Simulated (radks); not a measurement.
Coulomb parameter of the 3d shell of the nickel ion Ni+ in the model configuration [Ar] 3d8 4p1, as a second difference U = [E(n + 0.5) + E(n - 0.5) - 2 E(n)] / (0.5)^2 with all orbitals relaxed. "Bare": the charge of the atom changes with n. "Screened": the 4p shell takes up the change at fixed total charge, which measures U(3d,3d) + U(4p,4p) - 2 U(3d,4p). Method: scalar-relativistic Kohn-Sham, PBE, spin-unpolarised, spherical densities, point nucleus; computed with a radial shooting solver on a logarithmic mesh with Libxc functionals.

| case | configuration | E - E(n) (eV) |
|---|---|---|
| start | [Ar] 3d8 4p1 | 0.000 |
| bare +0.5 | [Ar] 3d8.5 4p1 | -7.954 |
| bare -0.5 | [Ar] 3d7.5 4p1 | 11.726 |
| screened +0.5 | [Ar] 3d8.5 4p0.5 | -4.928 |
| screened -0.5 | [Ar] 3d7.5 4p1.5 | 6.229 |

U(bare) = 15.090 eV, U(screened by 4p) = 5.205 eV, against the Slater integral F0(3d,3d) = 25.961 eV with frozen orbitals.
